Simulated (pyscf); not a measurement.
## HN=SiH–Cl (SMILES N=[SiH]Cl), singlet

Gas-phase minimum from PySCF at ωB97X-D3(BJ)/def2-SVP, one conformer. HN=SiH–Cl lies 26.4 kcal/mol over its isomer H₂N–Si:–Cl [singlet] (electronic energy, ωB97M-D3(BJ)). 

```
Si
N 1 1.5800
H 2 1.0150 1 127.24
H 1 1.4707 2 121.28 3 179.99
Cl 1 2.0505 4 108.51 2 179.98
```

Properties at ωB97X-D3(BJ)/def2-SVP:

```yaml
harmonic_wavenumbers_unscaled: 262, 450, 543, 601, 731, 882, 1214, 2366, 3687 cm⁻¹
zero_point_energy: 15.3 kcal/mol
rotational_symmetry_number: 1
Entropy of this conformer at 298 K and 1 atm, rigid rotor and harmonic oscillator, modes under 100 cm⁻¹ raised to 100: 280.4 J/(mol K)
dipole_moment: 1.15 D
```

Single-point totals, which compare only within one level (frozen core for MP2 and CC):

```json
[
 {"level": "ωB97X-D3(BJ)/def2-TZVP", "total energy (hartree)": "-805.75488"},
 {"level": "PBE/def2-TZVP", "total energy (hartree)": "-805.31469"},
 {"level": "r²SCAN/def2-TZVP", "total energy (hartree)": "-805.62821"},
 {"level": "B3LYP-D3(BJ)/def2-TZVP", "total energy (hartree)": "-805.75821"},
 {"level": "PBE0-D3(BJ)/def2-TZVP", "total energy (hartree)": "-805.37805"},
 {"level": "M06-2X/def2-TZVP", "total energy (hartree)": "-805.65312"},
 {"level": "ωB97M-D3(BJ)/def2-TZVP", "total energy (hartree)": "-805.82198"},
 {"level": "HF/def2-TZVPP", "total energy (hartree)": "-804.10761"},
 {"level": "MP2/def2-TZVPP", "total energy (hartree)": "-804.62272"},
 {"level": "CCSD/def2-TZVPP", "total energy (hartree)": "-804.64871"},
 {"level": "CCSD(T)/def2-TZVPP", "total energy (hartree)": "-804.67434"}
]
```

The CCSD(T) − MP2 part came from Ansatz, without density fitting, on the same reference.
